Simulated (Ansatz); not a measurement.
`[NH2][GeH]([NH2])[NH2]`, relaxed with RKS PBE0-D4/def2-TZVP in Ansatz from a PBE-D4/def2-SVP geometry. The force threshold is 0.005 eV/Å; the program also tests the step.

Charge 0, multiplicity 1.

Start:

```xyz
11

N    -0.867    1.405   -0.573
Ge    0.266   -0.045   -0.338
N     0.913    0.031    1.395
N    -0.541   -1.707   -0.385
H    -0.449    2.196   -1.075
H    -1.269    1.753    0.306
H     1.252   -0.016   -1.546
H     1.467   -0.790    1.666
H     1.467    0.871    1.597
H    -0.910   -1.922   -1.320
H    -1.329   -1.776    0.272
```

Problem. How much energy does the relaxation release, and in how many steps? (Best estimate.)

Solution. The calculation gave: 4.93 kJ/mol, in 10 steps, 2 of them rejected.

Problem. Which bonds change most? (Best estimate.)

Solution. Ansatz gave: N1–Ge2 from 1.855 to 1.834 Å; Ge2–N4 from 1.849 to 1.829 Å; Ge2–N3 from 1.852 to 1.834 Å; N1–H6 from 1.027 to 1.010 Å.

Problem. Give the relaxed structure. (Best estimate.)

Solution. Computed: 
```xyz
11

N    -0.835    1.412   -0.577
Ge    0.269   -0.034   -0.348
N     0.911    0.004    1.369
N    -0.547   -1.671   -0.401
H    -0.442    2.188   -1.088
H    -1.296    1.749    0.256
H     1.275    0.019   -1.518
H     1.455   -0.807    1.630
H     1.418    0.840    1.623
H    -0.983   -1.894   -1.285
H    -1.224   -1.805    0.338
```
